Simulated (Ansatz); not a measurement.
`C[S][GeH]([CH3])[Cl]` + H₂Se → `[CH3][GeH]([Cl])[SeH]` + CH₃SH at 298.15 K and 1 bar (ligand exchange at a Ge–S bond).

Computed with Ansatz on PBE0-D4/def2-TZVP structures; ΔE is electronic, products minus reactants. CCSD(T)/CBS is the MP2 limit (def2-TZVPP, def2-QZVPP) plus CCSD(T) − MP2 in def2-TZVPP, frozen cores. This one scheme is used for every species. For Ge, Se outer-core shells are correlated without core-valence functions, which leaves a few kJ/mol of doubt a bond. Scalar relativity is left out up to krypton. Each species was taken in one conformer, which may not be the lowest.

```json
{"species": "`C[S][GeH]([CH3])[Cl]`", "CCSD(T)/CBS energy (Eh)": "-3014.06069", "H − E (kJ/mol)": "249.6", "S (J/(mol·K))": "402.4"}
{"species": "H₂Se", "CCSD(T)/CBS energy (Eh)": "-2401.89790", "H − E (kJ/mol)": "45.8", "S (J/(mol·K))": "219.1"}
{"species": "`[CH3][GeH]([Cl])[SeH]`", "CCSD(T)/CBS energy (Eh)": "-4977.73636", "H − E (kJ/mol)": "165.1", "S (J/(mol·K))": "372.3"}
{"species": "CH₃SH", "CCSD(T)/CBS energy (Eh)": "-438.22835", "H − E (kJ/mol)": "133.0", "S (J/(mol·K))": "253.2"}
```

H − E and S are ideal-gas, rigid-rotor, harmonic terms from PBE0-D4/def2-TZVP, for one conformer and one mirror image of each species. 1 Eh = 2625.50 kJ/mol, R = 8.31446 J/(mol·K).

Problem. By hand: ΔE, ΔH, ΔS and ΔG.

Solution. ΔE = (-4977.73636) + (-438.22835) − (-3014.06069) − (-2401.89790) = -0.00612 Eh = -16.1 kJ/mol. Δ(H − E) = 165.1 + 133.0 − 249.6 − 45.8 = 2.7, so ΔH = -13.4 kJ/mol. ΔS = 372.3 + 253.2 − 402.4 − 219.1 = 4.0 J/(mol·K). ΔG = -13.4 − 298.15 × (4.0)/1000 = -14.6 kJ/mol.

Problem. By hand: the equilibrium constant, and the temperature at which ΔG would vanish if ΔH and ΔS stayed fixed.

Solution. log₁₀ K = −ΔG/(RT ln 10) = 2.6. ΔH and −TΔS have one sign here, so there is no such temperature.

The number of gas molecules stays the same, so ΔS is small and ΔH decides. A doubt of 5 kJ/mol in ΔE shifts log₁₀ K by 0.9 here. Other conformers and mirror images would add mixing entropy, several J/(mol·K) or more a flexible species. Modes under 60 cm⁻¹, often nearly free rotors, make the harmonic entropy too high. These are equilibria of isolated gas molecules and say nothing of rates. Largest T1 diagnostic: 0.010 (customary marks: 0.02 for closed shells, 0.045 for open ones).

ΔS is within the doubt of such terms, so its sign, and with it that verdict, could turn.
